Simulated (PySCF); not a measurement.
In(Cl) cation (ClIn), SMILES [Cl][In] (connectivity only; charge and spin as stated), charge +1, multiplicity 2. Geometry optimised at PBE-D3(BJ)/def2-TZVP. The spin state was assumed, not searched. The def2 effective core potentials stand for the cores of In; spin–orbit coupling is left out.

Level of theory: PBE-D3(BJ)/def2-TZVP in PySCF.

Harmonic wavenumbers (cm⁻¹): 311. Rotational constants (GHz): 3.433 (linear); symmetry number 1.

**Question.** Work out the zero-point energy and the ideal-gas rigid-rotor harmonic-oscillator thermochemistry at 298.15 K and 1 atm.

**Answer.** ZPE = ½ Σ hcν = ½ × 311 cm⁻¹ = 1.86 kJ/mol. H − E(el) = 11.60 kJ/mol. Entropy in J/(mol K): translation 171.26, rotation 70.68, vibration 5.68, spin 5.76, total 253.38. G − E(el) = -63.94 kJ/mol. Cp = 36.02 J/(mol K).
